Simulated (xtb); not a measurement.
Si(H)(SH) (H₂SSi), SMILES [SiH]S (connectivity only; charge and spin as stated), neutral, multiplicity 1. All values are semi-empirical tight-binding results from xtb (GFN2-xTB unless named), good for trends rather than for accurate numbers. Geometry optimised at GFN2-xTB.

```yaml
point_group_as_xtb_finds_it: Cs
orbital_gap: 2.37 eV
zero_point_energy: 9.8 kcal/mol
G − E(el) at 298.15 K (modified RRHO): -5.9 kcal/mol
static polarisability (D4 model): 55.6 bohr³
solvation energy, GFN2-xTB/ALPB(water): 0.7 kcal/mol
solvation energy, GFN2-xTB/ALPB(methanol): -2.2 kcal/mol
```
